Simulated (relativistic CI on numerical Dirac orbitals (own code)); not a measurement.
# Ce13+: sensitivity of the levels to the model

Base calculation: Dirac-Coulomb-Breit CI, orbitals from a KLI potential per configuration, a model potential for QED, unscaled Slater integrals.

CI space (outside the closed core [Ar] 3d10): 4s²4p⁶4d⁹, 4s²4p⁵4d¹⁰, 4s²4p⁶4d⁸4f, 4s4p⁶4d¹⁰, 4s²4p⁶4d⁸5s, 4s²4p⁵4d⁹4f, 4s²4p⁶4d⁸5p, 4s²4p⁶4d⁷4f5s, 4s²4p⁶4d⁸5d, 4s4p⁶4d⁹4f, 4s²4p⁶4d⁷5s5p, 4s²4p⁶4d⁸6s, 4s²4p⁶4d⁸5f, 4s²4p⁵4d⁹5s, 4s²4p⁶4d⁸6p, 4s²4p⁶4d⁸5g, 4s²4p⁶4d⁸6d, 4s²4p⁵4d⁹5p, 4s²4p⁶4d⁸7s, 4s²4p⁶4d⁸6f, 4s²4p⁶4d⁸7p, 4s²4p⁵4d⁹5d, 4s4p⁶4d⁹5s, 4s²4p⁶4d⁷5s², 4s²4p⁶4d⁶4f5s², 4s²4p⁵4d⁷4f5s², 4s²4p⁶4d⁶5s²5p, 4p⁶4d⁹4f², 4p⁵4d¹⁰4f², 4p⁶4d⁸4f³, 4p⁶4d⁸4f²5s, 4p⁵4d⁹4f³, 4p⁶4d⁸4f²5p. Double excitations out of closed p, d and f shells are left out; levels of such configurations are missing from the list, as are those of other unlisted configurations, and high levels can miss mixing partners. These lack a partner that the ground configuration has and come out too high: 4s²4p⁶4d⁸5d, 4s²4p⁶4d⁸6s, 4s²4p⁶4d⁸5f, 4s²4p⁵4d⁹5s, 4s²4p⁶4d⁸6p.

Variants: (1) P86 correlation estimate; (2) only the first 3 configurations; (3) non-relativistic limit. Shifts of the energy above 4s²4p⁶4d⁹ ²D5/2, in cm⁻¹, for the lowest level and the first level of each name with at least 55 % of one term (blank where a level changes its place among those of its configuration and J or its character, or is not in the variant):

```tsv
Level	Base	Δ(1)	Δ(2)	Δ(3)
4s²4p⁶4d⁹ ²D5/2	0	0	0	0
4s²4p⁶4d⁹ ²D3/2	28463	-1	-290	-28463
4s²4p⁵4d¹⁰ ²P°3/2	803392	+1113	-3534	-35241
4s²4p⁶4d⁸5s ⁴F9/2	866109	+9475		+87656
4s²4p⁶4d⁸4f ⁴F°7/2	872568	+1487	-10260	-4224
4s²4p⁶4d⁸4f ⁴F°9/2	876405	+1487	-10346	-8062
4s²4p⁶4d⁸4f ²P°1/2	880895	+1414	-9194	
4s²4p⁶4d⁸4f ⁴D°7/2	888668	+1487	-9830	-10188
4s²4p⁶4d⁸4f ⁴I°15/2	889801	+1485	-10637	+1878
4s²4p⁶4d⁸4f ⁴F°3/2	891688	+1485	-10277	
4s²4p⁶4d⁸5s ⁴F5/2	896696	+9475		
4s²4p⁶4d⁸4f ⁴D°1/2	898636	+1443	-9205	
4s²4p⁶4d⁸4f ⁴P°1/2	911875	+1482	-10090	
4s²4p⁶4d⁸5s ⁴P1/2	914057	+9480		+66388
4s²4p⁶4d⁸4f ⁴G°7/2	915644	+1486	-10260	
4s²4p⁶4d⁸4f ²P°3/2	916521	+1481	-10183	
4s²4p⁶4d⁸4f ²D°5/2	924950	+1486	-10360	-24253
4s²4p⁶4d⁸4f ⁴S°3/2	928766	+1483	-10248	-22093
4s²4p⁶4d⁸5s ²G9/2	929724	+9476		
4s²4p⁶4d⁸5s ²G7/2	930212	+9477		
4s²4p⁶4d⁸5s ²P1/2	931181	+9475		+62898
4s²4p⁶4d⁸4f ²K°13/2	936693	+1485	-10608	-18697
```

At this charge energies of transitions that change n are usually good to better than 1 %, and those within a shell (Δn = 0) to a few per cent. Levels and lines within the n = 5 or 6 shells can be off by up to 10 % or somewhat more, and those that change n by about 2 %, since core polarisation is missing.

Ionisation energy from the two ground configurations alone: base 339.827 eV; P86 correlation estimate 341.636 eV. The NIST ASD value (theoretical) is 340 eV.

LS names give the leading component of a level, which can be under half, so a name can repeat, a term be missing and a line seem to break the LS rules.
